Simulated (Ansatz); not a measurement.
Molecule: silicon monosulfide triplet, SiS, net charge 0, triplet state. This is an excited triplet: at this geometry the singlet lies 2.49 eV lower at CCSD(T)/CBS(aug-cc-pV(T+d)Z,aug-cc-pV(Q+d)Z). SMILES: [Si]=S
Structure (B3LYP-D3(BJ)/def2-TZVP (Ansatz, a quantum-chemistry and plane-wave program) minimum search):
```xyz
2

Si     0.0000     0.0000    -1.1689
S      0.0000     0.0000     1.0227
```
Charge 0, spin multiplicity 3.

Parts of the frozen-core correlation energy in cc-pV(D+d)Z (Ansatz, hartree). Frozen orbitals: 10; correlated occupied orbitals by spin: 6 and 4; virtual: 30 and 32. UHF or UKS for open shells. Spin-orbit coupling is left out. Non-relativistic.

```json
[
 {"term": "reference (HF)", "value": "-686.41285"},
 {"term": "MP2 opposite-spin", "value": "[?]"},
 {"term": "MP2 same-spin", "value": "[?]"},
 {"term": "CCSD correlation", "value": "-0.19675"},
 {"term": "(T)", "value": "[?]"},
 {"term": "CCSDT minus CCSD(T)", "value": "-0.00467"},
 {"term": "T1 diagnostic", "value": "0.023"},
 {"term": "largest doubles amplitude", "value": "0.066"},
 {"term": "<S^2> of the reference", "value": "2.032"}
]
```

**Question.** Some entries are withheld; supply them.

**Answer.** 
- MP2 opposite-spin, value: -0.12354
- MP2 same-spin, value: -0.03830
- (T), value: -0.00696
